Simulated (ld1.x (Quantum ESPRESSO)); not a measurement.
How hard is this O (Z = 8) PAW potential?

oxygen (O), PAW, made with ld1.x (Quantum ESPRESSO) 7.5 (PBEsol, non-relativistic). Core [He], reference 2s2 2p4. Waves: 2s (bound): rcut 0.70, rcutus 0.80 bohr; 2s channel at 0.7 Ry: rcut 0.70, rcutus 0.80 bohr; 2p (bound): rcut 1.25, rcutus 1.75 bohr; 2p channel at 0.45 Ry: rcut 1.25, rcutus 1.75 bohr. Local part: all-electron potential smoothed inside 1.05 bohr (lloc = -1). Core correction: Bessel-smoothed model core, default radius (core density twice the valence density). Augmentation charge: PSQ, inside the norm-conserving radii.

The pseudo-atom Hamiltonian at the reference potential is diagonalised in spherical Bessel functions j_l(qr) that vanish at 20 bohr, with q² up to the cutoff. All-electron valence levels (Ry): 2s -1.7465, 2p -0.6601.

Problem. How do the lowest levels (Ry) of each channel move with the cutoff, and are there ghosts?

Solution.

| cutoff (Ry) | s #1 | s #2 | p #1 | d #1 | d #2 | f #1 | f #2 | Σ f·Δε (mRy) |
| --- | --- | --- | --- | --- | --- | --- | --- | --- |
| 8 | -1.6769 | -0.0058 | -0.4691 | 0.0794 | 0.1882 | 0.1207 | 0.2626 | 903.3 |
| 12 | -1.7186 | -0.0070 | -0.6017 | 0.0794 | 0.1882 | 0.1207 | 0.2626 | 289.7 |
| 21 | -1.7228 | -0.0071 | -0.6577 | 0.0794 | 0.1882 | 0.1207 | 0.2626 | 57.1 |
| 30 | -1.7300 | -0.0073 | -0.6599 | 0.0794 | 0.1882 | 0.1207 | 0.2626 | 33.9 |
| 40 | -1.7401 | -0.0075 | -0.6600 | 0.0794 | 0.1882 | 0.1207 | 0.2626 | 13.3 |
| 50 | -1.7446 | -0.0076 | -0.6601 | 0.0794 | 0.1882 | 0.1207 | 0.2626 | 3.9 |
| 70 | -1.7462 | -0.0077 | -0.6601 | 0.0794 | 0.1882 | 0.1207 | 0.2626 | 0.7 |
| 90 | -1.7462 | -0.0077 | -0.6601 | 0.0794 | 0.1882 | 0.1207 | 0.2626 | 0.6 |
| 400 | -1.7465 | -0.0077 | -0.6601 | 0.0794 | 0.1882 | 0.1207 | 0.2626 | 0.0 |

Result: no extra level below or beside the all-electron valence levels (s, p, d, f tested); 10 mRy is reached at 45 Ry and 1 mRy at 70 Ry.
